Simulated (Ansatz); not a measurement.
This singlet lies 1.44 eV below the relaxed triplet at the level B3LYP/cc-pVTZ // PBE0-D3(BJ)/def2-TZVP (Ansatz, a quantum-chemistry and plane-wave program).

Species: CHGeN, SMILES `N#[C][GeH]` (lower singlet) (charge 0, multiplicity 1).

Task: Give a relaxed geometry from PBE0-D3(BJ)/def2-TZVP in Ansatz.

Result: the end point of this relaxation (outside a Z-matrix the atoms follow the SMILES, hydrogens last).
Bond lengths (Å): N1–C2 1.157, C2–Ge3 1.967, Ge3–H4 1.589. Bond angles (°): N1–C2–Ge3 173.5, C2–Ge3–H4 90.6.
